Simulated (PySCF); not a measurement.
## PtF₃⁺: breathing scan

Method: UPBE in PySCF with Pt def2-SVP with ECP60, F def2-SVP; scalar-relativistic core potentials, no spin–orbit coupling; density-fitted integrals.

Rigid scan from the triplet minimum (Pt–F 1.829 Å (×2), Pt–F 1.861 Å; F–Pt–F 96.9° (×2), F–Pt–F 166.2°). Coordinate: all bonds to the central atom scaled together. Energies in kJ/mol from the minimum.

(1) Predict the curve at 0.88, 0.92, 0.96, 1.00, 1.04, 1.08, 1.14, 1.22, 1.35.

## Answers

(1) 
| scale of all bonds to the centre | E (kJ/mol) | dipole size (D, about the centre of mass) | ⟨S²⟩ |
| --- | --- | --- | --- |
| 0.88 | 352.2 | 1.48 | 2.00 |
| 0.92 | 132.7 | 1.51 | 2.00 |
| 0.96 | 28.3 | 1.52 | 2.00 |
| 1.00 | 0.0 | 1.51 | 2.00 |
| 1.04 | 20.9 | 1.48 | 2.00 |
| 1.08 | 72.3 | 1.45 | 2.01 |
| 1.14 | 180.1 | 1.37 | 2.01 |
| 1.22 | 341.9 | 1.22 | 2.16 |
| 1.35 | 573.5 | 0.86 | 2.62 |

Spin contamination is strong at 1.35, so these points are less reliable.

Open d and f shells are described by one determinant, and the ground state may have another occupation or spin. No spin–orbit coupling is included, which matters more the heavier the element.

Other isomers or separated fragments may lie lower.

The scan took about 2.3 core-minutes on a shared host.
